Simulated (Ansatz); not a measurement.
Ansatz results at the PBE0-D4/def2-TZVP geometry: size of the dipole moment (ωB97M-V/def2-TZVPP) 2.15 D; size of the dipole moment (B3LYP/def2-TZVPP) 2.14 D; HOMO–LUMO gap (PBE/def2-TZVPP) 3.84 eV.

Each molecule was computed in one conformer, which needn't be the lowest.

(1) Which molecule gave them?
A. `CO[SiH2]P`
B. `BC=C=O`
C. `[SiH3][NH][SnH2][SiH3]`
D. `BC(F)OC=O`

Results:

(1) D. The others give `CO[SiH2]P`: 0.56, 0.54, 5.50; `[SiH3][NH][SnH2][SiH3]`: 1.05, 0.99, 4.34; `BC=C=O`: 1.22, 1.24, 4.58.

B3LYP here is the variant with VWN-RPA as its local correlation; programs differ in this.
